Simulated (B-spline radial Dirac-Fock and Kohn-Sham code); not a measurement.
X-ray scattering factor of Bi⁶⁺

System: bismuth as Bi⁶⁺, [Xe] 4f14 5d9.

These are calculated numbers from a radial B-spline solver; the model is configuration-average Dirac-Fock orbitals. f₀ is the Fourier transform of the spherical electron density, S the Waller-Hartree incoherent function, and s = sin θ/λ. The electron scattering factor follows from the Mott-Bethe formula f_e = 0.023934 Å⁻¹·(Z − f₀)/s².

| s (Å⁻¹) | f₀ | S | f_e (Å) |
| --- | --- | --- | --- |
| 0 | 77.000 | 0.000 | – |
| 0.1 | 74.967 | 1.841 | 19.226 |
| 0.12 | 74.116 | 2.565 | 14.766 |
| 0.15 | 72.614 | 3.784 | 11.048 |
| 0.18 | 70.884 | 5.103 | 8.950 |
| 0.22 | 68.313 | 6.922 | 7.263 |
| 0.26 | 65.550 | 8.735 | 6.178 |
| 0.32 | 61.279 | 11.366 | 5.077 |
| 0.39 | 56.439 | 14.307 | 4.180 |
| 0.47 | 51.413 | 17.564 | 3.422 |
| 0.57 | 46.063 | 21.480 | 2.721 |
| 0.7 | 40.448 | 26.113 | 2.078 |
| 0.85 | 35.226 | 30.591 | 1.583 |
| 1.03 | 30.016 | 34.907 | 1.195 |
| 1.25 | 24.814 | 39.277 | 0.891 |
| 1.52 | 20.134 | 43.913 | 0.651 |
| 1.85 | 16.587 | 48.828 | 0.464 |
| 2.25 | 14.089 | 53.770 | 0.326 |
| 2.73 | 11.865 | 58.205 | 0.228 |
| 3.32 | 9.375 | 61.960 | 0.160 |
| 4.04 | 7.037 | 65.127 | 0.111 |
| 4.91 | 5.457 | 67.847 | 0.077 |
| 5.98 | 4.518 | 70.193 | 0.053 |

f₀ starts at the number of electrons, 77, and has fallen to half at s ≈ 0.76 Å⁻¹. The sum of ⟨r²⟩ over the electrons is 28.55 bohr². For an ion f_e diverges as s goes to zero, because of the net charge.
